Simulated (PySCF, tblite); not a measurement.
Compound: C₅H₇F₃O.
SMILES with atom numbers: `[CH3:1][CH2:2][C@H:3]([CH:4]=[O:5])[C:6]([F:7])([F:8])[F:9]` (hydrogens: H10, H11, H12 on C1; H13, H14 on C2; H15 on C3; H16 on C4)

Computed with GFN2-xTB (tblite), gas phase: nudged elastic band of 9 images (0 to 8), spring 0.2 eV/Å², climbing image at the end, force threshold 0.05 eV/Å. The top image wasn't refined or checked by frequencies; at this threshold it can lie a kcal/mol or more above the true saddle point of the method.

Path: rotation about C2–C3 (chain CH2 carbon, sp3 carbon next to a carbonyl), followed by the dihedral C1–C2–C3–C6.

Image 0 (start, dihedral 164°):
```
atom  x, y, z in Å
C1      2.054    0.088    0.180
C2      0.650   -0.054    0.754
C3     -0.403   -0.196   -0.352
C4     -0.686    1.113   -1.079
O5     -0.107    2.137   -0.886
C6     -1.715   -0.726    0.215
F7     -1.563   -1.917    0.809
F8     -2.647   -0.898   -0.736
F9     -2.246    0.093    1.130
H10     2.317   -0.782   -0.417
H11     2.125    0.976   -0.442
H12     2.772    0.178    0.990
H13     0.607   -0.931    1.402
H14     0.409    0.827    1.352
H15    -0.078   -0.927   -1.104
H16    -1.496    1.027   -1.827
```

Image 8 (end, +0.021 eV, dihedral -58°):
```
atom  x, y, z in Å
C1      1.439    0.585    0.855
C2      0.911   -0.710    0.249
C3     -0.444   -0.543   -0.458
C4     -0.344    0.299   -1.720
O5      0.636    0.383   -2.395
C6     -1.540    0.002    0.449
F7     -1.564   -0.602    1.643
F8     -2.756   -0.184   -0.097
F9     -1.438    1.317    0.682
H10     1.501    1.366    0.102
H11     0.805    0.933    1.667
H12     2.435    0.417    1.256
H13     1.616   -1.069   -0.502
H14     0.816   -1.469    1.026
H15    -0.795   -1.533   -0.784
H16    -1.285    0.817   -1.985
```

**Question.** What do the inner images look like?

**Answer.** 
Image 1: +0.028 eV, dihedral 180°
```
atom  x, y, z in Å
C1      2.039    0.208    0.203
C2      0.665   -0.174    0.740
C3     -0.403   -0.262   -0.360
C4     -0.619    1.016   -1.160
O5     -0.004    2.030   -1.037
C6     -1.744   -0.649    0.258
F7     -1.685   -1.819    0.907
F8     -2.714   -0.779   -0.663
F9     -2.177    0.258    1.141
H10     2.363   -0.487   -0.568
H11     2.021    1.211   -0.212
H12     2.763    0.186    1.013
H13     0.725   -1.148    1.232
H14     0.347    0.562    1.480
H15    -0.153   -1.053   -1.079
H16    -1.431    0.912   -1.904
```

Image 2: +0.104 eV, dihedral -164°
```
atom  x, y, z in Å
C1      2.011    0.316    0.256
C2      0.688   -0.293    0.706
C3     -0.407   -0.315   -0.376
C4     -0.569    0.921   -1.253
O5      0.095    1.910   -1.233
C6     -1.755   -0.565    0.298
F7     -1.761   -1.698    1.012
F8     -2.763   -0.671   -0.583
F9     -2.089    0.420    1.139
H10     2.374   -0.159   -0.652
H11     1.900    1.379    0.072
H12     2.751    0.178    1.040
H13     0.855   -1.326    1.023
H14     0.319    0.264    1.569
H15    -0.247   -1.155   -1.066
H16    -1.410    0.802   -1.964
```

Image 3: +0.190 eV, dihedral -148°
```
atom  x, y, z in Å
C1      1.960    0.416    0.327
C2      0.718   -0.403    0.657
C3     -0.415   -0.363   -0.394
C4     -0.521    0.826   -1.343
O5      0.248    1.724   -1.479
C6     -1.753   -0.482    0.333
F7     -1.813   -1.581    1.097
F8     -2.799   -0.552   -0.506
F9     -1.983    0.559    1.141
H10     2.358    0.156   -0.650
H11     1.737    1.478    0.339
H12     2.721    0.217    1.077
H13     1.004   -1.449    0.791
H14     0.320   -0.051    1.611
H15    -0.352   -1.240   -1.053
H16    -1.438    0.754   -1.961
```

Image 4 (top): +0.235 eV, dihedral -130°
```
atom  x, y, z in Å
C1      1.883    0.504    0.406
C2      0.758   -0.508    0.586
C3     -0.424   -0.414   -0.412
C4     -0.477    0.726   -1.425
O5      0.375    1.515   -1.688
C6     -1.735   -0.391    0.372
F7     -1.854   -1.457    1.176
F8     -2.817   -0.403   -0.422
F9     -1.844    0.691    1.151
H10     2.335    0.425   -0.577
H11     1.522    1.519    0.543
H12     2.648    0.309    1.155
H13     1.177   -1.514    0.518
H14     0.361   -0.394    1.597
H15    -0.469   -1.323   -1.027
H16    -1.445    0.725   -1.964
```

Image 5: +0.214 eV, dihedral -112°
```
atom  x, y, z in Å
C1      1.790    0.568    0.493
C2      0.800   -0.591    0.505
C3     -0.430   -0.457   -0.427
C4     -0.443    0.624   -1.502
O5      0.466    1.305   -1.861
C6     -1.699   -0.299    0.410
F7     -1.868   -1.325    1.257
F8     -2.812   -0.256   -0.341
F9     -1.692    0.813    1.152
H10     2.277    0.657   -0.472
H11     1.300    1.509    0.724
H12     2.552    0.382    1.246
H13     1.332   -1.506    0.241
H14     0.433   -0.716    1.527
H15    -0.575   -1.395   -0.981
H16    -1.438    0.695   -1.982
```

Image 6: +0.128 eV, dihedral -94°
```
atom  x, y, z in Å
C1      1.675    0.615    0.593
C2      0.839   -0.650    0.420
C3     -0.437   -0.496   -0.437
C4     -0.404    0.509   -1.579
O5      0.564    1.028   -2.043
C6     -1.650   -0.205    0.443
F7     -1.850   -1.172    1.351
F8     -2.788   -0.127   -0.268
F9     -1.545    0.942    1.122
H10     2.117    0.916   -0.351
H11     1.077    1.436    0.978
H12     2.477    0.412    1.298
H13     1.463   -1.422   -0.032
H14     0.534   -1.011    1.405
H15    -0.666   -1.459   -0.915
H16    -1.414    0.694   -1.994
```

Image 7: +0.054 eV, dihedral -74°
```
atom  x, y, z in Å
C1      1.558    0.621    0.722
C2      0.879   -0.687    0.326
C3     -0.446   -0.524   -0.440
C4     -0.375    0.381   -1.660
O5      0.629    0.783   -2.163
C6     -1.597   -0.087    0.462
F7     -1.773   -0.932    1.487
F8     -2.764   -0.061   -0.206
F9     -1.442    1.131    0.990
H10     1.827    1.193   -0.161
H11     0.920    1.231    1.355
H12     2.467    0.395    1.272
H13     1.557   -1.254   -0.314
H14     0.681   -1.284    1.220
H15    -0.755   -1.508   -0.822
H16    -1.372    0.610   -2.080
```

The largest changes of bonds and angles from start to top: C2–C3 1.534 → 1.550 Å, C3–C6 1.525 → 1.528 Å, C1–H10 1.088 → 1.085 Å, C3–C4 1.523 → 1.526 Å, C2–C3–C4 113.1 → 120.0°, C1–C2–C3 111.7 → 116.5°, C4–C3–H15 107.5 → 104.2°. GFN2-xTB torsional profiles can miss by a kcal/mol or more and can put conformers in the wrong order.

Other torsions move too; by image: C2–C3–C4–O5 (4, 3, 3, 8, 10, 11, 14, 12, 28°).

**Question.** What do single points at PBE0/pcSseg-1 (PySCF, no dispersion term) give on some images?

**Answer.** 
```
image  GFN2-xTB E (eV)  DFT E (eV)  HOMO (eV)  LUMO (eV)  dipole (D)
    0            0.000       0.000      -8.01      -1.28        1.92
    2            0.104       0.143      -7.86      -1.23        1.99
    4            0.235       0.313      -7.81      -1.18        1.83
    6            0.128       0.165      -7.85      -1.21        1.64
    8            0.021       0.023      -8.01      -1.24        1.25
```

Energies count from image 0 at each level. At the GFN2-xTB top the DFT energy is 7.2 kcal/mol against 5.4; the geometries weren't optimised at the DFT level.

The cost below is that of the whole band run. The run took 12 s of wall time on one thread, Intel Xeon Platinum 8175M at 2.50 GHz (x86_64), no GPU, shared host, and the process peaked at 0.19 GiB of memory.
